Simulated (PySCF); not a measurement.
**Radial density of Sb⁺ (antimony, charge +1)**

UHF, [Kr] 4d10 5s1 5p2 5d1, one real determinant (an excited configuration). All numbers are calculated (PySCF 2.14, a scalar-relativistic core potential, in aug-cc-pVQZ-PP with one added diffuse shell each of s, p, d, f, g type with ECP28MDF (8s8p6d4f3g, 117 functions)). This is the valence pseudo-density: the core potential removes the inner electrons and smooths the orbitals near the nucleus.

```tsv
r (bohr)	4πr²ρ (e/bohr)	4πr²(ρα − ρβ)
0.00408	2.339e-05	0.0000
0.00686	5.929e-05	0.0000
0.0115	0.0001351	0.0000
0.0194	0.0002755	0.0000
0.0326	0.0004691	0.0000
0.0549	0.0007785	0.0001
0.0923	0.002728	0.0001
0.155	0.02690	0.0002
0.261	0.4130	0.0044
0.439	6.542	0.1236
0.739	24.62	0.1973
1.24	10.31	0.3258
2.09	2.350	1.7580
3.52	0.7357	0.7324
5.92	0.1303	0.1303
9.95	0.005858	0.0059
```

⟨L²⟩ = 7.88 against 12 for a pure F term, so this real determinant mixes terms. Energies and moments cover only the electrons outside the core potential. The outer electron is Rydberg-like, and this basis confines it to a smaller radius and binds it less than a complete one would.
